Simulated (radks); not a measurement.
Results of a calculation; reference values are marked as such.
Numerical settings for the osmium ion Os49+, [Ar] 3d9. Level of theory: scalar-relativistic Kohn-Sham, PBEsol, spin-polarised, spherical densities, point nucleus; open shells are filled with parallel spins first (spin-orbit coupling, left out, can overturn this in heavy ions) (a radial shooting solver on a logarithmic mesh with Libxc functionals). The defaults (mesh step 0.008 in ln r, mesh end at 40 bohr or more with all orbitals vanishing there, Anderson mixing 0.5 over 9 steps, residual threshold near 1e-9 with the energy settled to 1e-9 hartree or 1e-11 of itself, here a cap of 87 iterations) give E = -15418.7012 hartree and 3d at -4472.9 eV in 14 iterations. Times are rough (one thread of a shared host). Changes against that run (0 stands for a change within the tolerance of the run):

\begin{tabular}{lrrrrr}
setting & iterations & converged & E (mhartree) & e(3d) (meV) & CPU (s) \\ \hline
mesh step in ln r 0.03 & 14 & yes & +0.00438 & 0 & 0.07 \\
mesh step in ln r 0.02 & 14 & yes & 0 & 0 & 0.09 \\
mesh step in ln r 0.05 & 14 & yes & +0.0805 & 0 & 0.05 \\
mesh end (bohr) 20 & 14 & yes & 0 & 0 & 0.19 \\
mesh end (bohr) 12 & 14 & yes & 0 & 0 & 0.19 \\
residual threshold 1e-16 & 87 & no & 0 & 0 & 0.6 \\
residual threshold 0.1 & 9 & yes & +0.00224 & +1.35 & 0.14 \\
mixing 0.2 & 15 & yes & 0 & 0 & 0.21 \\
linear mixing, mixing 0.5 & 33 & yes & 0 & 0 & 0.4 \\
linear mixing, mixing 0.8 & 16 & yes & 0 & 0 & 0.21 \\
mixing history 20 & 22 & yes & 0 & 0 & 0.28 \\
iteration cap 8 & 8 & no & +0.00224 & +1.35 & 0.12 \\
\end{tabular}

No run marked as converged misses the energy by more than 1 mhartree. A mesh that ends early acts as a hard wall.
